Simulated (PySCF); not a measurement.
**Correlation energy of B⁺ (boron, charge +1)**

[He] 2s1 2p1, high-spin 3P determinant (an excited configuration). Computed with PySCF 2.14 in def2-TZVPPD, with no relativity, point nucleus. Frozen: 1s2; 2 electrons correlated.

With two correlated electrons CCSD is exact within the correlated space (frozen core and kept virtual orbitals).

| level | correlation energy (mhartree) |
| --- | --- |
| CCSD | -4.69 |

Diagnostics: T1 = 0.0018, D1 = 0.0032, largest double amplitude 0.028.

Cost of the coupled-cluster step: of the order of 0.5 core-seconds, for 2 correlated electrons.

Iterations:

```
CC2 = 0
CCSD nocc = (np.int64(2), np.int64(0)), nmo = (36, 36)
frozen orbitals [[0], [0]]
max_cycle = 100
direct = 0
conv_tol = 1e-08
conv_tol_normt = 1e-06
diis_space = 8
diis_start_cycle = 0
Init t2, MP2 energy = -0.00292989495354713
Init E_corr(UCCSD) = -0.00292989495433267
cycle = 1  E_corr(UCCSD) = -0.00396255960416295  dE = -0.00103266465  norm(t1,t2) = 0.0141931
cycle = 2  E_corr(UCCSD) = -0.00436732354671288  dE = -0.000404763943  norm(t1,t2) = 0.00643994
cycle = 3  E_corr(UCCSD) = -0.00469036443840771  dE = -0.000323040892  norm(t1,t2) = 0.003106
cycle = 4  E_corr(UCCSD) = -0.00468537052312433  dE = 4.99391528e-06  norm(t1,t2) = 0.000334294
cycle = 5  E_corr(UCCSD) = -0.0046857786539881  dE = -4.08130864e-07  norm(t1,t2) = 4.1968e-05
cycle = 6  E_corr(UCCSD) = -0.00468568574498049  dE = 9.29090076e-08  norm(t1,t2) = 6.06029e-06
cycle = 7  E_corr(UCCSD) = -0.00468572154082608  dE = -3.57958456e-08  norm(t1,t2) = 6.49165e-07
cycle = 8  E_corr(UCCSD) = -0.00468571377232889  dE = 7.76849719e-09  norm(t1,t2) = 1.17291e-07
UCCSD converged
E(UCCSD) = -24.12627969739937  E_corr = -0.004685713772328893
```
